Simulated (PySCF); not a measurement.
# GeCl⁺ at RHF-CCSD(T)

Level: RHF-CCSD(T). basis Ge def2-TZVPPD, Cl def2-TZVPPD; no relativity; PySCF 2.14.

| Quantity | Value |
| --- | --- |
| state | ¹Σ⁺ (singlet), closed shell |
| bond length | 2.063 Å |
| harmonic wavenumber | 513 cm⁻¹ |
| force constant | 3.68 mdyn/Å |
| rotational constant Be | 0.1668 cm⁻¹ |
| anharmonicity ωexe | 1.36 cm⁻¹ |
| vibration–rotation constant αe | 0.000659 cm⁻¹ |
| well depth De to Ge⁺ + Cl | 440 kJ/mol |
| dissociation energy D0 | 437 kJ/mol |

Correlated steps freeze 14 core orbitals. For an ion De counts to the pair picked by the measured ionisation energies or electron affinities, which need not be the lowest pair at this level. Where the molecule has an RHF reference, its open-shell atoms are computed with UHF.
